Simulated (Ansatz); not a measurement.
The same molecule with X = O, S, Se, Te. Ansatz, PBE0-D4/def2-TZVP geometries, multiplicity 1. Each molecule was computed in one conformer, which needn't be the lowest.

Elements past krypton have def2 core potentials. Scalar relativity is left out up to krypton.

```tsv
X	molecule	mean X–C bond length / Å	mean X–H bond length / Å	LUMO energy (B3LYP/def2-TZVPP) / eV	LUMO energy (PBE0/def2-TZVPP) / eV	HOMO–LUMO gap (B3LYP/def2-TZVPP) / eV
S	`C#CS`	1.679	1.346	-0.56	-0.31	6.17
Se	`C#C[SeH]`	1.823	1.471	-0.73	-0.48	5.85
Te	`C#C[TeH]`	2.019	1.660	-1.25	-1.02	4.97
```

Give the row for X = O, `C#CO`. (An estimate is asked.)

Computed: 
```
X  molecule  mean X–C bond length / Å  mean X–H bond length / Å  LUMO energy (B3LYP/def2-TZVPP) / eV  LUMO energy (PBE0/def2-TZVPP) / eV  HOMO–LUMO gap (B3LYP/def2-TZVPP) / eV
O    `C#CO`                     1.301                     0.964                                -0.02                                0.41                                   7.04
```

From O to Te the mean X–C bond length rises at each step, by 0.718 Å in all; the mean X–H bond length rises at each step, by 0.696 Å in all; the LUMO energy (B3LYP/def2-TZVPP) falls at each step, by 1.23 eV in all; the LUMO energy (PBE0/def2-TZVPP) falls at each step, by 1.43 eV in all; the HOMO–LUMO gap (B3LYP/def2-TZVPP) falls at each step, by 2.07 eV in all. Bonds lengthen as the atom grows down the group.

B3LYP here is the variant with VWN-RPA as its local correlation; programs differ in this.

Spin–orbit coupling is left out; it splits and shifts lone-pair levels of the heavy atoms by tenths of an eV.
